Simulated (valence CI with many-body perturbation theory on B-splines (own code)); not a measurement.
**Forbidden lines of Tl⁷⁴⁺**

Level of theory: valence CI with perturbative core correlation (CI+MBPT): five valence electrons over a frozen Dirac-Fock core [He], a basis of 11 s, 11 p, 10 d, 8 f, 5 g, 2 h functions for each j, with the one-electron correlation potential Σ1 (screened to all orders), the two-electron term Σ2, the three-electron term Σ3, Breit, model QED; selected single and double excitations, second order for the rest, scaled by the run's own slope (own B-spline code, finite nucleus).

No measured spectrum was set against this ion. As an estimate, large intervals hold to a few tenths of a per cent, small ones and those within an open d or f shell to about a per cent. Among the levels kept, up to 7600 cm⁻¹ of a level comes from second order outside the variational space, and about a tenth of that is noise between levels of different J, which matters for small intervals.

Lines 51 to 100 of 120 in falling wavelength, among levels below 16554 eV, chosen from the decays that carry over 1 % of a level's rate. Wavelengths and rates use the calculated energies. Electric multipoles are in the length gauge, E1 and E2 with the static RPA response of the core. S is in atomic units (e²a₀⁴ for E2 and M2, e²a₀⁶ for E3), for M1 in squared Bohr magnetons. Weak lines are less certain than strong ones. Lines between different terms over intervals too small for the method are left out, as are lines whose strength nearly cancels. The highest levels of a list are the least certain.

Levels are named by their leading jj configuration (3d3/2^4 stands for four electrons in 3d with j = 3/2), which in mixed levels can hold well under half, so a name can repeat and another be missing. Letters in brackets count levels of one name in rising energy.

```tsv
λ vac (Å)	Upper	Lower	Type	A (s⁻¹)	S (a.u.)
1.095	(2s^2 2p1/2 2p3/2 3p3/2) J=7/2	(2s^2 2p1/2 2p3/2^2) J=5/2	E2	1.72e+12	1.93e-05
1.095	(2s^2 2p1/2 2p3/2 3p3/2) J=5/2 [a]	(2s^2 2p1/2 2p3/2^2) J=3/2	E2	1.50e+12	1.26e-05
1.094	(2s^2 2p1/2 2p3/2 3p3/2) J=1/2 [a]	(2s^2 2p1/2 2p3/2^2) J=3/2	E2	1.57e+12	4.40e-06
1.094	(2s^2 2p1/2 2p3/2 3p3/2) J=3/2 [a]	(2s^2 2p1/2 2p3/2^2) J=3/2	E2	5.47e+11	3.06e-06
1.093	(2s^2 2p1/2 2p3/2 3p3/2) J=7/2	(2s^2 2p1/2 2p3/2^2) J=3/2	E2	1.94e+11	2.17e-06
1.093	(2s^2 2p1/2 2p3/2 3p3/2) J=3/2 [b]	(2s^2 2p1/2 2p3/2^2) J=5/2	E2	1.26e+11	7.02e-07
1.091	(2s^2 2p3/2^2 3p3/2) J=3/2 [a]	(2s^2 2p3/2^3) J=3/2	E2	3.19e+12	1.76e-05
1.090	(2s^2 2p1/2 2p3/2 3p3/2) J=1/2 [b]	(2s^2 2p1/2 2p3/2^2) J=5/2	E2	3.30e+12	9.05e-06
1.088	(2s^2 2p3/2^2 3p3/2) J=3/2 [b]	(2s^2 2p3/2^3) J=3/2	E2	2.10e+11	1.14e-06
1.087	(2s^2 2p1/2 2p3/2 3p3/2) J=1/2 [b]	(2s^2 2p1/2 2p3/2^2) J=3/2	E2	1.56e+12	4.23e-06
1.086	(2s 2p1/2^2 2p3/2 3p3/2) J=1/2 [b]	(2s 2p1/2^2 2p3/2^2) J=5/2	E2	8.78e+11	2.37e-06
1.077	(2s 2p1/2 2p3/2^2 3d5/2) J=9/2 [b]	(2s 2p1/2 2p3/2^3) J=5/2	M2	2.42e+11	3.13e-06
1.074	(2s 2p1/2^2 2p3/2 3d5/2) J=9/2	(2s 2p1/2^2 2p3/2^2) J=5/2	M2	1.57e+11	2.00e-06
1.074	(2s 2p1/2^2 2p3/2 3d5/2) J=9/2	(2s 2p1/2^2 2p3/2^2) J=5/2	E3	9.94e+09	5.21e-07
1.071	(2s^2 2p3/2^2 3d5/2) J=7/2	(2s^2 2p3/2^3) J=3/2	M2	2.32e+11	2.33e-06
1.070	(2s^2 2p1/2 2p3/2 3d5/2) J=9/2	(2s^2 2p1/2 2p3/2^2) J=5/2	M2	1.56e+11	1.96e-06
1.070	(2s^2 2p1/2 2p3/2 3d5/2) J=9/2	(2s^2 2p1/2 2p3/2^2) J=5/2	E3	1.02e+10	5.21e-07
0.9252	(2s 2p1/2 2p3/2^2 3p3/2) J=7/2 [a]	(2s 2p1/2^2 2p3/2^2) J=5/2	E2	7.94e+11	3.84e-06
0.9232	(2s 2p1/2 2p3/2^2 3p3/2) J=1/2 [b]	(2s 2p1/2^2 2p3/2^2) J=3/2	E2	1.75e+12	2.09e-06
0.9221	(2s 2p1/2 2p3/2^2 3p3/2) J=5/2 [d]	(2s 2p1/2^2 2p3/2^2) J=1/2	E2	1.23e+12	4.40e-06
0.9220	(2s 2p1/2 2p3/2^2 3p3/2) J=9/2	(2s 2p1/2^2 2p3/2^2) J=5/2	E2	2.62e+12	1.56e-05
0.9217	(2s^2 2p1/2 2p3/2 3p3/2) J=5/2 [a]	(2s^2 2p1/2^2 2p3/2) J=3/2	E2	5.59e+11	1.99e-06
0.9214	(2s^2 2p1/2 2p3/2 3p3/2) J=1/2 [a]	(2s^2 2p1/2^2 2p3/2) J=3/2	E2	1.17e+12	1.39e-06
0.9212	(2s 2p1/2 2p3/2^2 3p3/2) J=5/2 [e]	(2s 2p1/2^2 2p3/2^2) J=1/2	E2	1.29e+12	4.58e-06
0.9210	(2s^2 2p1/2 2p3/2 3p3/2) J=3/2 [a]	(2s^2 2p1/2^2 2p3/2) J=3/2	E2	2.24e+12	5.30e-06
0.9206	(2s^2 2p1/2 2p3/2 3p3/2) J=7/2	(2s^2 2p1/2^2 2p3/2) J=3/2	E2	2.43e+12	1.15e-05
0.9190	(2s^2 2p1/2 2p3/2 3p3/2) J=3/2 [b]	(2s^2 2p1/2^2 2p3/2) J=3/2	E2	1.27e+11	2.98e-07
0.9190	(2s^2 2p1/2 2p3/2 3p3/2) J=3/2 [b]	(2s^2 2p1/2^2 2p3/2) J=3/2	M1	7.49e+10	8.62e-03
0.9186	(2s^2 2p3/2^2 3p3/2) J=3/2 [a]	(2s^2 2p1/2 2p3/2^2) J=1/2	E2	4.16e+11	9.71e-07
0.9184	(2s^2 2p3/2^2 3p3/2) J=7/2	(2s^2 2p1/2 2p3/2^2) J=5/2	E2	1.11e+12	5.20e-06
0.9184	(2s^2 2p3/2^2 3p3/2) J=5/2	(2s^2 2p1/2 2p3/2^2) J=5/2	E2	1.91e+12	6.70e-06
0.9184	(2s^2 2p1/2 2p3/2 3p3/2) J=5/2 [b]	(2s^2 2p1/2^2 2p3/2) J=3/2	E2	1.87e+12	6.54e-06
0.9183	(2s^2 2p3/2^2 3p3/2) J=1/2	(2s^2 2p1/2 2p3/2^2) J=5/2	E2	2.78e+12	3.24e-06
0.9168	(2s^2 2p3/2^2 3p3/2) J=7/2	(2s^2 2p1/2 2p3/2^2) J=3/2	E2	1.96e+12	9.05e-06
0.9168	(2s^2 2p3/2^2 3p3/2) J=5/2	(2s^2 2p1/2 2p3/2^2) J=3/2	E2	1.07e+12	3.71e-06
0.9165	(2s^2 2p3/2^2 3p3/2) J=3/2 [b]	(2s^2 2p1/2 2p3/2^2) J=1/2	E2	2.59e+12	5.99e-06
0.9165	(2s^2 2p1/2 2p3/2 3p3/2) J=1/2 [b]	(2s^2 2p1/2^2 2p3/2) J=3/2	E2	1.17e+12	1.35e-06
0.9144	(2s^2 2p3/2^2 3p3/2) J=3/2 [a]	(2s^2 2p1/2 2p3/2^2) J=5/2	E2	2.16e+12	4.94e-06
0.9129	(2s^2 2p3/2^2 3p3/2) J=3/2 [a]	(2s^2 2p1/2 2p3/2^2) J=3/2	E2	4.01e+11	9.08e-07
0.9124	(2s^2 2p3/2^2 3p3/2) J=3/2 [b]	(2s^2 2p1/2 2p3/2^2) J=5/2	E2	3.50e+11	7.91e-07
0.9025	(2s^2 2p1/2 2p3/2 3d5/2) J=9/2	(2s^2 2p1/2^2 2p3/2) J=3/2	E3	2.59e+10	4.01e-07
0.9005	(2s^2 2p3/2^2 3d5/2) J=9/2	(2s^2 2p1/2 2p3/2^2) J=5/2	M2	1.03e+11	5.43e-07
0.8990	(2s^2 2p3/2^2 3d5/2) J=9/2	(2s^2 2p1/2 2p3/2^2) J=3/2	E3	2.00e+10	3.01e-07
0.8905	(2s 2p1/2^2 2p3/2 3d3/2) J=5/2 [a]	(2s^2 2p1/2^2 2p3/2) J=3/2	E2	6.68e+12	2.01e-05
0.8899	(2s 2p1/2^2 2p3/2 3d3/2) J=7/2	(2s^2 2p1/2^2 2p3/2) J=3/2	E2	1.09e+13	4.34e-05
0.8891	(2s 2p1/2 2p3/2^2 3d3/2) J=9/2	(2s^2 2p1/2 2p3/2^2) J=5/2	E2	1.16e+13	5.76e-05
0.8857	(2s 2p1/2 2p3/2^2 3d3/2) J=5/2 [d]	(2s^2 2p1/2 2p3/2^2) J=1/2	E2	8.70e+12	2.54e-05
0.8841	(2s 2p1/2^2 2p3/2 3d3/2) J=3/2 [b]	(2s^2 2p1/2^2 2p3/2) J=3/2	E2	5.94e+12	1.15e-05
0.8838	(2s 2p1/2^2 2p3/2 3d3/2) J=5/2 [b]	(2s^2 2p1/2^2 2p3/2) J=3/2	E2	7.42e+12	2.14e-05
0.8831	(2s 2p1/2^2 2p3/2 3d3/2) J=1/2 [b]	(2s^2 2p1/2^2 2p3/2) J=3/2	E2	1.08e+13	1.03e-05
```
